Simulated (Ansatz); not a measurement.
Molecule: C₅H₁₁O, charge 0, multiplicity 2. It need not be the lowest isomer of its formula. 
Coordinates optimised at B3LYP-D3(BJ)/def2-TZVP (Ansatz, a quantum-chemistry and plane-wave program):
SMILES: C(C[C@@H](O)[CH2])C
```xyz
17

C     -2.6721    -0.6243    -0.3515
C     -1.4561     0.0546     0.2723
C     -0.1870    -0.1534    -0.5516
C      1.0518     0.5132     0.0592
C      2.2558     0.3732    -0.7955
O      1.2539    -0.0978     1.3422
H     -2.5196    -1.7031    -0.4338
H     -3.5695    -0.4610     0.2481
H     -2.8686    -0.2414    -1.3563
H     -1.2916    -0.3264     1.2813
H     -1.6453     1.1286     0.3728
H     -0.3294     0.2458    -1.5600
H      0.0225    -1.2221    -0.6574
H      0.8251     1.5811     0.1956
H      2.5144     1.1286    -1.5246
H      2.7944    -0.5658    -0.8024
H      2.0817     0.2385     1.7025
```
Charge 0, spin multiplicity 2.

Parts of the frozen-core correlation energy in 6-31G* (Ansatz, hartree). Frozen orbitals: 6; correlated occupied orbitals by spin: 19 and 18; virtual: 87 and 88. UHF or UKS for open shells. No spin-orbit coupling. Non-relativistic.

```csv
term,value
reference (HF),-270.55092
MP2 opposite-spin,-0.61110
MP2 same-spin,-0.19833
CCSD correlation,-0.87770
(T),-0.02392
T1 diagnostic,0.010
largest doubles amplitude,0.014
<S^2> of the reference,0.762
```
